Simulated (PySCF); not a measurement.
One molecule, many functionals

BrH7Si3.
InChI=1S/BrH7Si3/c1-3-4-2/h3-4H2,2H3

Linear-response calculations in the def2-SVPD basis (PySCF; singlets by full response, triplets Tamm–Dancoff, core orbitals frozen in the response; HF means time-dependent Hartree–Fock). 'Strongest' is the level of largest summed f among the singlets computed (10 roots, of which the last may lack a degenerate partner); it can jump between rows when another state enters that window. S1 is the lowest singlet of each run and needn't be the same state throughout; f(S1) is that of one state. Geometry: PBE0-D3(BJ)/def2-SVP, one conformer, isolated molecule. The LDA/def2-SVPD calculation is non-relativistic and has no spin–orbit coupling, an omission that weighs most on bromine.

```tsv
functional	kind	S1 (eV)	f(S1)	strongest (eV)	T1 (eV)	HOMO (eV)	gap (eV)	ionisation energy, ΔSCF (eV)
LDA	LDA	4.99	0.079	4.99	4.56	-6.79	4.71	9.34
PBE	GGA	5.09	0.089	5.09	4.59	-6.70	4.83	9.22
B3LYP	global hybrid, 20% exact exchange	5.48	0.104	7.06	4.95	-7.59	6.35	9.50
PBE0	global hybrid, 25% exact exchange	5.58	0.106	7.26	4.97	-7.81	6.72	9.55
BHandHLYP	global hybrid, 50% exact exchange	5.97	0.126	7.79	5.33	-8.79	8.59	9.71
CAM-B3LYP	range-separated hybrid	5.81	0.109	7.62	5.21	-9.03	8.95	9.74
wB97X-D	range-separated hybrid	5.84	0.109	7.71	5.24	-9.58	10.16	9.73
LC-wPBE	range-separated hybrid	6.13	0.116	8.13	5.38	-10.32	11.27	9.98
HF	Hartree–Fock	6.65	0.171	8.63	5.70	-10.34	12.15	not settled
```

S1 runs from 4.99 eV (LDA) to 6.65 eV (HF), a spread of 1.66 eV, while the orbital gap spreads over 7.4 eV. Along PBE (0%), B3LYP (20%), PBE0 (25%), BHandHLYP (50%), HF (100%) S1 rises with the share of exact exchange. −ε(HOMO) comes closest to its own ΔSCF ionisation energy with wB97X-D (-0.15 eV) and misses most with LDA (-2.55 eV). 'Not settled' means that the ion's SCF failed to converge or may have ended in another state than the lowest.
